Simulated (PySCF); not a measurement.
A PySCF script (with the pyscf-properties extension) for the NMR shieldings of `C#CCN[SiH2]C(F)(F)F`, C4H6F3NSi, on a GFN2-xTB geometry:

```python
import basis_set_exchange as bse
import numpy as np
from pyscf import gto, dft
from pyscf.prop import nmr

atoms = """
C     3.329154   -0.630947   -0.267626
C     2.449267    0.178693   -0.314562
C     1.348595    1.126499   -0.337283
N     0.110373    0.575732    0.189314
Si   -0.994221   -0.305414   -0.766019
C    -2.497709   -0.531804    0.437032
F    -3.378816   -1.442470   -0.022406
F    -2.140997   -0.952880    1.671718
F    -3.202234    0.601310    0.626764
H     4.117520   -1.322833   -0.238732
H     1.626139    2.011040    0.248238
H     1.169442    1.434324   -1.370522
H     0.178351    0.380514    1.179916
H    -1.462048    0.546188   -1.855965
H    -0.657230   -1.659961   -1.213090
"""
names = dict.fromkeys(["C", "N", "Si", "F", "H"], "pcSseg-1")
basis = {el: gto.basis.parse(bse.get_basis(n, elements=[el], fmt="nwchem")) for el, n in names.items()}
mol = gto.M(atom=atoms, basis=basis, charge=0, verbose=0)
mf = dft.RKS(mol, xc="PBE0")
mf.grids.level = 2
mf.grids.alignment = dft.numint.BLKSIZE   # the property module wants whole blocks of grid points
mf.conv_tol = 1e-9
mf.kernel()

calc = nmr.RKS(mf)   # GIAO
C = mf.mo_coeff
Co = C[:, mf.mo_occ > 0]
resp = mf.gen_response(singlet=True, hermi=2)
def vind(x):   # induced exchange potential for any number of trial vectors
    d = np.einsum("pi,xij,qj->xpq", C, 2 * x.reshape(-1, C.shape[1], Co.shape[1]), Co, optimize=True)
    return np.einsum("xpq,pi,qj->xij", resp(d - d.transpose(0, 2, 1)), C, Co, optimize=True).ravel()
mo1, _ = nmr.rhf.solve_mo1(calc, with_cphf=vind)
sigma = calc.kernel(mo1)
for i, s in enumerate(sigma):   # ppm
    print("%2d %-2s %9.2f" % (i, mol.atom_pure_symbol(i), np.trace(s) / 3))
```

Task: What does it print?

Result: 
```
 0 C     107.99
 1 C      99.11
 2 C     151.32
 3 N     240.24
 4 Si    389.42
 5 C      48.51
 6 F     245.95
 7 F     249.57
 8 F     243.49
 9 H      29.89
10 H      27.69
11 H      28.27
12 H      30.84
13 H      26.99
14 H      26.68
```

These numbers come from an equivalent density-fitted implementation of the same equations, which agrees with the script to about 0.01 ppm for H and up to a few tenths of a ppm for heavy atoms, so last digits may differ.

Task: Turn these shieldings into chemical shifts. δ = σ(ref) − σ, references computed at the same level: $^{13}$C (σ = 186.93 ppm), $^{29}$Si (σ = 349.16 ppm), $^{1}$H (σ = 31.72 ppm) vs TMS; $^{15}$N (σ = 267.73 ppm) against NH3; $^{19}$F (σ = 170.95 ppm) vs CFCl3.

Result: Averaging equivalent atoms: C 5: 138.4; C 1: 87.8; C 0: 78.9; C 2: 35.6; N 3: 27.5; Si 4: -40.3; F 6/7/8: -75.4; H 13/14: 4.88; H 10/11: 3.74; H 9: 1.83; H 12: 0.88 ppm. Unscaled 19F shifts against computed CFCl3 carry errors that often reach 10 to 50 ppm. Experimental scales use liquid or dissolved standards, which lie at an offset from isolated NH3 (liquid NH3: subtract about 20 ppm).

Size and cost of the density-fitted run: 190 basis functions, 65 s wall time on 1 thread of an Arm Neoverse N1, shared host; peak memory 0.83 GiB.
